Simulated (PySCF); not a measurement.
Delta-SCF ions had no search for a lower state. Excitations are Tamm–Dancoff values on a coarser integration grid. The basis has no diffuse functions, so Rydberg states are missing or too high.

Cartesian coordinates (Å):
SMILES: BB=C
```xyz
7

B      1.4604     0.2565     0.2593
B     -0.0975    -0.0164    -0.0177
C     -1.4487    -0.2541    -0.2575
H      2.1479     0.7942    -0.5587
H      1.9703    -0.0718     1.2905
H     -1.9381     0.0325    -1.1839
H     -2.0943    -0.7409     0.4681
```
Charge 0, multiplicity 1.

Question: What is the computed dipole moment, T1 excitation (TDA), vertical ionisation energy (Delta-SCF), total energy and S1–T1 gap (TDA) (PySCF with ωB97X-D3(BJ)/def2-TZVP // PBE0-D3(BJ)/def2-TZVP)?

Answer: 
| Property | Result |
|---|---|
| dipole moment | 0.24 D |
| T1 excitation (TDA) | 2.58 eV |
| vertical ionisation energy (Delta-SCF) | 9.32 eV |
| total energy | -2454.80 eV |
| S1–T1 gap (TDA) | 1.36 eV |
